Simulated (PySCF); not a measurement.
Structure from 2D NMR

Compound of formula C$_{5}$H$_{13}$NOSi$_{2}$. Correlations simulated from computed shifts and the bond graph:

HSQC (one-bond C–H):
```tsv
δH	δC
7.73	171.6
6.63	136.7
0.40	-2.4
```

COSY cross peaks (H two or three bonds apart, from the bond graph; peaks can be absent where the dihedral angle is near 90°):
```tsv
δH	δH
7.73	6.63
7.73	4.63
4.63	0.40
```

HMBC (two and three bonds, from the bond graph):
```tsv
δH	δC
7.73	177.3, 136.7, -2.4
6.63	177.3, 171.6
4.63	171.6, 136.7, -2.4
4.61	177.3
0.40	171.6, -2.4
```

Carbons without hydrogens: δ 177.3.

- GIAO PBE0/pcSseg-1 shieldings
- structure optimised with GFN2-xTB
- program: PySCF 2.14
- one conformer, averaged over atoms made equivalent by symmetry, fast rotation or ring inversion, relativity neglected, gas phase

Scale: ¹H (σ = 31.72 ppm), ¹³C (σ = 186.93 ppm) vs TMS (reference shieldings calculated alike).

Exchangeable hydrogens are left out of these lists.

Q: Which molecule is this?

A: `InChI=1S/C5H13NOSi2/c1-9(2)4-3-5(7)6-8/h3-4,9H,1-2,8H3,(H,6,7)/b4-3-`.

Atom-mapped SMILES (the numbers label the heavy atoms): `[CH3:1][SiH:2]([CH3:3])/[CH:4]=[CH:5]\[C:6](=[O:7])[NH:8][SiH3:9]`. Hydrogens are named by the atom that carries them.

1. δC 177.3 is C6, an amide carbonyl carbon.
2. δC 171.6 is C4, a β carbon of a C=C–C=O unit (δH 7.73).
3. δC 136.7 is C5, an α carbon of a C=C–C=O unit (δH 6.63).
4. δC -2.4 is C1/C3, a methyl carbon bonded to Si (δH 0.40).
5. HMBC from δH 7.73 reaches the proton-free carbon C6.
6. HMBC from δH 6.63 reaches the proton-free carbon C6.
7. HMBC from δH 4.61 reaches the proton-free carbon C6.
8. COSY links 7.73–6.63, 7.73–4.63, 4.63–0.40.

This is the structure that produced the data.

OH and NH positions are those of a molecule without intermolecular hydrogen bonds; in solution they move with solvent, concentration and temperature, and exchange usually removes their couplings. Shifts are as computed. Against solution values, carbons near 30 ppm lie about +3 ppm off and those near 130 ppm about +5 ppm. Of 1211 compounds with measured shifts, 218 miss one by over three times the rms of a fit or turn the order of signals round; such compounds aren't used in these exercises. The C=O carbon of an acid or of an amide with N–H lies up to 10 ppm further downfield in solution, through hydrogen bonding that the calculation lacks.
